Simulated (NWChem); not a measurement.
# C$_{4}$H$_{4}$ClF; SMILES CC(=C=CCl)F

Results from NWChem. Coordinates come from a B3LYP/6-31G* (spherical d) optimisation. Total energies compare along this basis series because the functional is fixed.

```
level             basis functions  energy (Ha)  highest occupied level (eV)  orbital gap (eV)  dipole (D)  relative time
----------------  ---------------  -----------  ---------------------------  ----------------  ----------  -------------
PBE0/pcseg-1                  108    -714.2973                        -7.80              7.02        2.37              4
PBE0/aug-pcseg-1              178    -714.3127                        -7.75              6.94        2.25              9
PBE0/pcseg-2                  240    -714.4908                        -7.72              6.97        2.27             20
PBE0/STO-3G                    38    -706.0670                        -5.22              7.38        2.66              1
PBE0/def2-SVP                 108    -714.0352                        -7.59              7.09        2.18              3
```

Times are rough ratios from one shared machine.
